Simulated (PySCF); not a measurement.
A GIAO shielding run with PySCF (density fitting, non-relativistic, gas phase) on SMILES CN[SiH2][Si]([SiH3])([SiH3])[SiH2]O, CH15NOSi5:

```
$ OMP_NUM_THREADS=1 python probes_run.py task.json out

{"job": {"kind": "nmr", "xc": "PBE0", "basis": "pcSseg-1"}, "charge": 0, "multiplicity": 1}
C      2.909806     0.445732     0.064076
N      2.270615     0.441718    -1.227314
Si     1.007291    -0.656985    -1.642641
Si    -0.710642    -0.302766    -0.096258
Si    -0.255314    -1.466120     1.898137
Si    -2.744442    -1.083727    -0.964688
Si    -0.887860     1.972593     0.377767
O     -2.244066     1.903719     1.290364
H      2.165059     0.236335     0.830561
H      3.348848     1.425674     0.264497
H      3.701248    -0.309410     0.146315
H      2.924010     0.697572    -1.952379
H      1.440391    -2.069931    -1.672987
H      0.754908    -0.292906    -3.040352
H     -1.444494    -1.845809     2.665092
H      0.590756    -0.712666     2.835830
H      0.475123    -2.715685     1.648357
H     -3.856206    -0.951303    -0.020126
H     -2.692294    -2.507005    -1.322558
H     -3.168439    -0.386200    -2.184604
H     -1.124796     2.904830    -0.734426
H      0.169721     2.614387     1.174668
H     -2.633978     2.684938     1.672747
```

Hardware: 1 thread of an Arm Neoverse N1, shared host. The job also computes population analyses, field gradients.

(1) How large is the calculation?

(2) How long does it take, and how much memory does it need?

Answers

(1) 106 electrons, 246 basis functions and 1395 auxiliary functions.

(2) 110 s of wall time, with 13 SCF cycles and 4 response iterations; peak memory 1.2 GiB. Times on a shared host scatter by some tens of per cent.
